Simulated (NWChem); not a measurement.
Species: ScNH$_{4}$O$_{2}$; SMILES [NH2][Sc]([OH])[OH]

```xyz
8

Sc     0.0000    -0.0503     0.0000
O     -1.6408    -0.9314     0.0000
H     -2.3392    -1.5848     0.0000
O      1.6787    -0.8564     0.0000
H      2.4058    -1.4779     0.0000
N     -0.0430     1.9255     0.0000
H      0.7640     2.5463     0.0000
H     -0.8740     2.5137     0.0000
```
Atoms are numbered in this order, from 1.

Level: PBE0/def2-SVP (NWChem), optimised geometry, unscaled harmonic frequencies. 

Q: List the harmonic frequencies with IR intensities, and the thermochemistry.

A: 
```json
[
 {"frequency (cm⁻¹)": "100", "IR intensity (km/mol)": "5.0"},
 {"frequency (cm⁻¹)": "145", "IR intensity (km/mol)": "15.2"},
 {"frequency (cm⁻¹)": "158", "IR intensity (km/mol)": "0.4"},
 {"frequency (cm⁻¹)": "182", "IR intensity (km/mol)": "152.2"},
 {"frequency (cm⁻¹)": "287", "IR intensity (km/mol)": "151.5"},
 {"frequency (cm⁻¹)": "360", "IR intensity (km/mol)": "1.3"},
 {"frequency (cm⁻¹)": "370", "IR intensity (km/mol)": "300.4"},
 {"frequency (cm⁻¹)": "377", "IR intensity (km/mol)": "0.0"},
 {"frequency (cm⁻¹)": "440", "IR intensity (km/mol)": "14.5"},
 {"frequency (cm⁻¹)": "508", "IR intensity (km/mol)": "274.0"},
 {"frequency (cm⁻¹)": "641", "IR intensity (km/mol)": "31.0"},
 {"frequency (cm⁻¹)": "725", "IR intensity (km/mol)": "240.6"},
 {"frequency (cm⁻¹)": "774", "IR intensity (km/mol)": "285.2"},
 {"frequency (cm⁻¹)": "1514", "IR intensity (km/mol)": "29.0"},
 {"frequency (cm⁻¹)": "3558", "IR intensity (km/mol)": "17.3"},
 {"frequency (cm⁻¹)": "3647", "IR intensity (km/mol)": "5.6"},
 {"frequency (cm⁻¹)": "4010", "IR intensity (km/mol)": "199.3"},
 {"frequency (cm⁻¹)": "4013", "IR intensity (km/mol)": "131.3"}
]
```

```json
{
  "zero_point_energy": "31.2 kcal/mol",
  "thermal correction to the enthalpy at 298.15 K (with zero-point energy)": "36.6 kcal/mol",
  "heat capacity Cv": "25.0 cal/(mol K)",
  "entropy at 298.15 K and 1 atm (symmetry number 1)": "83.7 cal/(mol K)",
  "dipole_moment": "0.99 D"
}
```

Rigid rotor and harmonic oscillator; modes under 100 cm⁻¹ make the entropy uncertain.
